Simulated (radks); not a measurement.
Mo, configuration [Kr] 4d5 5s1. Method: scalar-relativistic Kohn-Sham, PBE, spin-polarised, spherical densities, finite nucleus; open shells are filled with parallel spins first (spin-orbit coupling, left out, can overturn this in heavy ions); Fermi nuclear charge, rms radius 4.4091 fm; computed with a radial shooting solver on a logarithmic mesh with Libxc functionals. Some entries of the table are withheld. Estimate them.

orbital  occ.  eigenvalue (hartree)  <1/r> (bohr^-1)  r(max) (bohr)
1s up       1             -728.4144            43.55        0.02287
1s down     1             -728.4143            43.55        0.02287
2s up       1             -102.8595            9.804         0.1296
2s down     1             -102.8420            9.805         0.1296
2p up       3             -91.95047            9.532         0.1036
2p down     3             -91.93746            9.533         0.1036
3s up       1             -17.48600            3.366         0.3836
3s down     1             -17.47655            3.365         0.3837
3p up       3             -13.91178            3.201         0.3771
3p down     3             -13.90116            3.201         0.3772
3d up       5              -8.09847            2.968         0.3225
3d down     5              -8.08207            2.968         0.3227
4s up       1              -2.38128            1.224         0.9916
4s down     1              -2.28319            1.237         0.9861
4p up       3              -1.43647            1.080          1.075
4p down     3              -1.32646            1.093          1.067
5s up       1                   (1)           0.3693            (2)
4d up       5              -0.16797           0.6960          1.394

Answer. 
(1) 5s up eigenvalue (hartree): -0.16952
(2) 5s up r(max) (bohr): 2.880
